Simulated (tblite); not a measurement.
A tight-binding relaxation on `CC(=O)c1cnnnc1C`.

Computed with GFN2-xTB geometry optimisation, gas phase (tblite 0.8.0). Start geometry: from a force field or distance geometry. The command runs a driver script over a list of jobs; the input below is this job's line of settings and its coordinates in Å.

Command:
```bash
OMP_NUM_THREADS=1 python probes_run.py task.json out
```

Input:
```
{"job": {"kind": "relax", "xc": "GFN2-xTB", "basis": "xTB"}, "charge": 0, "multiplicity": 1}
C      2.437100    -0.516500     0.156100
C      1.014600    -0.674000    -0.364500
O      0.725500    -1.634100    -1.064100
C      0.006600     0.351100    -0.008600
C      0.371600     1.603700     0.400900
N     -0.516400     2.564800     0.723100
N     -1.781100     2.292100     0.662200
N     -2.215300     1.113000     0.293600
C     -1.345800     0.124300    -0.044700
C     -1.982000    -1.172700    -0.444500
H      2.425000    -0.187000     1.198200
H      2.933600    -1.485100     0.121900
H      2.966600     0.198400    -0.460700
H      1.409500     1.928700     0.453500
H     -1.593600    -1.986600     0.160700
H     -3.065400    -1.138800    -0.287100
H     -1.797400    -1.369300    -1.506000
```

Output:
```
step      E/eV     max force
  0    -793.80499    2.616
  1    -793.90673    1.604
  2    -793.92963    0.824
  3    -793.93877    0.226
  4    -793.94416    0.159
  5    -793.95041    0.152
  6    -793.95135    0.080
  7    -793.95224    0.068
  8    -793.95285    0.098
  9    -793.95358    0.085
... (35 lines left out)
 45    -793.95904    0.016
 46    -793.95909    0.019
 47    -793.95914    0.015
 48    -793.95917    0.013
 49    -793.95919    0.012
 50    -793.95922    0.012
 51    -793.95925    0.012
 52    -793.95927    0.010
 53    -793.95929    0.011
 54    -793.95931    0.010
```

«max force» is the largest atomic force in eV/Å.

Q: From which step on does the largest force stay under 0.1 eV/Å, and how much energy is left to gain from there?

A: From step 6 (0.080 eV/Å), 8.0 meV above the end.

Main results: energy lowered by 3.6 kcal/mol over 54 steps; largest atomic force 0.010 eV/Å at the end.

Q: Give the final coordinates.

A: 0.078 Å rms from the input after alignment:
```
atom  x, y, z in Å
C1     2.3988   -0.5338    0.1998
C2     1.0212   -0.7105   -0.3831
O3     0.7307   -1.6359   -1.1024
C4     0.0298    0.3410   -0.0188
C5     0.3963    1.6382    0.3396
N6    -0.4995    2.5440    0.6990
N7    -1.7563    2.2530    0.6842
N8    -2.1911    1.1051    0.3049
C9    -1.3624    0.1190   -0.0395
C10   -1.9935   -1.1661   -0.4256
H11    2.3472   -0.2926    1.2588
H12    2.9713   -1.4458    0.0515
H13    2.9059    0.2813   -0.3150
H14    1.4229    1.9765    0.3351
H15   -1.5553   -1.9958    0.1256
H16   -3.0626   -1.1101   -0.2413
H17   -1.8103   -1.3554   -1.4826
```

Hardware: one thread of an Intel Xeon Platinum 8259CL at 2.50 GHz, no GPU, on a shared host. Cost: 0.58 s wall.
Labels such as C1 count atoms from 1, the log's own numbers from 0.
